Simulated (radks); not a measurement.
Question: These are the eigenvalues of the occupied orbitals of an atom or ion with whole-number occupations (Ry). Calculated with a radial shooting solver on a logarithmic mesh with Libxc functionals: scalar-relativistic Kohn-Sham, r2SCAN, spin-unpolarised, spherical densities, finite nucleus; meta-GGA in the generalised Kohn-Sham scheme; Fermi nuclear charge, rms radius of each element as measured or else 0.836 A^(1/3) + 0.57 fm.

1s: -3196.231
2s: -519.6734
2p: -464.4652
3s: -114.5038
3p: -96.99631
3d: -72.71826
4s: -24.19752
4p: -18.41925
4d: -10.17161
5s: -4.25978
5p: -2.82529
4f: -1.43568
5d: -1.07676

Which element is it, and in what charge state? The configuration may be excited.

Answer: Z = 60, neodymium, charge +2: Nd2+ in [Xe] 4f3 5d1. The list shows which subshells hold electrons but not how many an open one holds; the 1s level, -1598.1 hartree, gives Z - s = 56.5 by -(Z - s)^2/2, which with screening and relativity narrows Z to a few neighbours, and the depths of the outer levels then fix element, charge and occupations together.
